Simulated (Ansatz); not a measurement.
Sn(NCS)H3 (CH3NSSn). The state is a singlet with charge 0. Geometry PBE0-D4/def2-SVP.

```xyz
7

Sn   -0.204    0.410    1.160
N     0.133   -0.244   -0.737
C     0.325   -0.647   -1.842
S     0.580   -1.180   -3.312
H    -1.873    0.186    1.421
H     0.266    2.048    1.158
H     0.773   -0.572    2.153
```

In the def2 sets Sn takes a core potential, while STO-3G treats all electrons; there is no spin–orbit coupling.

(1) Estimate the orbital energies around the gap (eV) in Ansatz with HF/STO-3G, PBE-D4/def2-SVP, revPBE-D4/def2-TZVP, PBE0-D4/def2-SVP, PBE0-D4/def2-TZVP.

Results:

(1) 
```tsv
orbital	HF/STO-3G	PBE-D4/def2-SVP	revPBE-D4/def2-TZVP	PBE0-D4/def2-SVP	PBE0-D4/def2-TZVP
HOMO−13	-25.56	-26.60	-26.53	-29.52	-29.44
HOMO−12	-25.56	-26.50	-26.44	-29.40	-29.32
HOMO−11	-25.39	-26.50	-26.44	-29.40	-29.32
HOMO−10	-25.39	-22.53	-22.88	-25.52	-25.85
HOMO−9	-23.94	-18.61	-18.68	-21.10	-21.17
HOMO−8	-17.56	-14.54	-14.53	-16.42	-16.45
HOMO−7	-13.97	-11.17	-11.29	-12.80	-12.95
HOMO−6	-12.54	-10.05	-10.14	-11.62	-11.74
HOMO−5	-12.54	-9.58	-9.62	-11.22	-11.28
HOMO−4	-11.43	-9.58	-9.62	-11.22	-11.28
HOMO−3	-11.15	-8.57	-8.63	-9.90	-9.96
HOMO−2	-11.15	-8.57	-8.63	-9.90	-9.96
HOMO−1	-5.18	-5.68	-5.80	-6.84	-6.96
HOMO	-5.18	-5.68	-5.80	-6.84	-6.96
LUMO	9.17	-1.24	-1.43	-0.48	-0.77
LUMO+1	9.37	-0.88	-1.16	0.09	-0.25
LUMO+2	9.38	-0.73	-0.89	0.10	-0.11
LUMO+3	10.83	-0.73	-0.89	0.15	-0.11
LUMO+4	13.22	0.85	0.44	1.73	1.14
LUMO+5	13.22	0.85	0.44	1.73	1.14
```
